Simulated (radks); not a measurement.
Values are calculated unless marked as measured or tabulated.
Spin polarisation of the 4p2 shell in As+. Start: [Ar] 3d10 4s2 4p(up 1, down 1); electrons of 4p are moved from spin down to spin up, other shells keep equal spins. Code: a radial shooting solver on a logarithmic mesh with Libxc functionals. Model: scalar-relativistic Kohn-Sham, LDA (Slater exchange, Perdew-Wang correlation), spin-polarised, spherical densities, finite nucleus; Fermi nuclear charge, rms radius of each element as measured or else 0.836 A^(1/3) + 0.57 fm.

\begin{tabular}{lrrrrrr}
moment (Bohr magnetons) & E - E(0) (eV) & e(4p up) (eV) & e(4p down) (eV) & 4s down minus up (eV) & 3d down minus up (eV) & 3p down minus up (eV) \\ \hline
0 & 0.000 & -13.539 & -13.539 & 0.000 & 0.000 & 0.000 \\
0.5 & -0.048 & -13.720 & -13.337 & 0.391 & 0.060 & 0.038 \\
1 & -0.192 & -13.882 & -13.111 & 0.785 & 0.120 & 0.076 \\
1.5 & -0.434 & -14.026 & -12.857 & 1.188 & 0.181 & 0.114 \\
2 & -0.777 & -14.150 & -12.573 & 1.599 & 0.241 & 0.152 \\
\end{tabular}

At moment 2 the spin-polarisation energy is -0.777 eV and the 4p exchange splitting 1.577 eV, that is 0.789 eV per Bohr magneton; E = -I m^2/4 would give I = 0.777 eV.
